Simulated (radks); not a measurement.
Q: Ga+, 30 electrons, occupied as [Ar] 3d10 4p2 (not the ground configuration). All-electron calculation, Dirac Kohn-Sham, PBE, spin-unpolarised, spherical densities, finite nucleus; open shells are shared between the two j in proportion to 2j + 1; Fermi nuclear charge, rms radius 3.9973 fm. Program: a radial shooting solver on a logarithmic mesh with Libxc functionals. Some entries of the table are withheld. Estimate them.

orbital      occ.  eigenvalue (eV)  <r^2> (bohr^2)
1s1/2           2              (1)        0.003178
2s1/2           2        -1273.593         0.05591
2p1/2           2              (2)         0.04356
2p3/2           4              (3)         0.04507
3s1/2           2              (4)          0.4907
3p1/2           2              (5)          0.5323
3p3/2           4              (6)          0.5494
3d3/2           4         -31.2346          0.8234
3d5/2           6         -30.7691          0.8360
4p1/2    0.666667         -10.8703           8.458
4p3/2     1.33333         -10.6764           8.686

A: 
(1) 1s1/2 eigenvalue (eV): -10238.97
(2) 2p1/2 eigenvalue (eV): -1128.768
(3) 2p3/2 eigenvalue (eV): -1101.111
(4) 3s1/2 eigenvalue (eV): -160.0176
(5) 3p1/2 eigenvalue (eV): -113.2094
(6) 3p3/2 eigenvalue (eV): -109.5863
